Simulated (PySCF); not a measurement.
## Re(2+) (rhenium, charge +2) across methods

[Xe] 4f14 5d4 6p1, one real determinant (an excited configuration). All numbers are calculated (PySCF 2.14, the spin-free X2C one-electron Hamiltonian (Gaussian nucleus), in x2c-TZVPPall).

```
method  E (hartree)  mean ε 4f β (eV)  mean ε 5d α (eV)  mean ε 6p α (eV)  Σ⟨r²⟩ (bohr²)   ⟨S²⟩
  PBE0    -16692.08           -68.233           -27.752           -16.535          48.90  8.752
r2SCAN    -16692.39           -63.996           -26.469           -16.028          48.74  8.753
   LDA    -16681.67           -63.865           -26.157           -16.091          48.81  8.751
   PBE    -16692.30           -63.444           -26.044           -15.958          48.92  8.751
```

**Question.** Estimate the same row for UHF.

**Answer.** E (hartree) = -16687.07741; mean ε 4f β (eV) = -81.643; mean ε 5d α (eV) = -32.121; mean ε 6p α (eV) = -17.800; Σ⟨r²⟩ (bohr²) = 49.48; ⟨S²⟩ = 8.755.

⟨L²⟩ = 8.00 against 12 for a pure F term, so this real determinant mixes terms. Spin-orbit coupling, absent here, splits the open shell strongly.
